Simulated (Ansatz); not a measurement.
Abridged output of a molecular run in Ansatz:

```
Functional definition: HF
947 factors; integrals over basis functions are off by at most 6.8e-4 eV
mean field evaluation 1: about -14649.6983 eV, gradient 8.0e1 eV
mean field evaluation 2: about -14649.8723 eV, gradient 8.0e1 eV
mean field evaluation 4: about -14661.1891 eV, gradient 1.4e1 eV
mean field evaluation 8: about -14661.5685 eV, gradient 8.6e-1 eV
mean field -14661.57042051 eV, -538.8027749844 hartree, gradient 3.0e-6 eV, S^2 0.000000; 0 other end points of the search recorded, 0 dependent functions left out
5 core orbitals not correlated: weight in the atoms' cores, before any rotation towards them, 1.000 or more for the frozen orbitals, at most 0.000 for the correlated occupied ones
reference -14661.57042051 eV, -538.8027749844 hartree; 24, 24 occupied and 73, 73 virtual orbitals, 947 factors
second order -35.98896531 eV of doubles, -0.00000000 eV of singles
cycle   1  -32.68433655 eV  change     3.3e0 eV  update   2.8e-1
cycle   2  -34.28247383 eV  change    -1.6e0 eV  update   1.7e-1
cycle   3  -34.53940685 eV  change   -2.6e-1 eV  update   3.6e-2
cycle   4  -34.56706541 eV  change   -2.8e-2 eV  update   1.5e-2
cycle   5  -34.54303870 eV  change    2.4e-2 eV  update   3.6e-3
cycle   6  -34.54102011 eV  change    2.0e-3 eV  update   1.7e-3
cycle   7  -34.54209138 eV  change   -1.1e-3 eV  update   5.6e-4
cycle   8  -34.54176138 eV  change    3.3e-4 eV  update   2.2e-4
cycle   9  -34.54171181 eV  change    5.0e-5 eV  update   6.5e-5
cycle  10  -34.54181508 eV  change   -1.0e-4 eV  update   2.8e-5
cycle  11  -34.54177620 eV  change    3.9e-5 eV  update   1.3e-5
perturbative correction -1.24262607 eV, -0.0456656658 hartree
Total energy: -14697.35482279 eV, -540.1178275125 hartree
```

Its atoms:

Cartesian coordinates in Å:
```
O -0.354 1.022 -1.328
W -0.009 0.025 -0.033
F 1.203 -1.210 -0.681
F -1.256 -1.334 -0.130
F -1.020 0.682 1.367
F 1.436 0.815 0.805
```

Problem. Which basis set was used?
A. def2-SVPD
B. cc-pV(Q+d)Z
C. def2-QZVPP
D. def2-SVP

Solution. D. It gives 102 functions.

Problem. Write the keys of the input that set method, charge and spin (a neutral closed shell needs none for the last two).

Solution. 
```yaml
correlation: {method: ccsd_t}
```
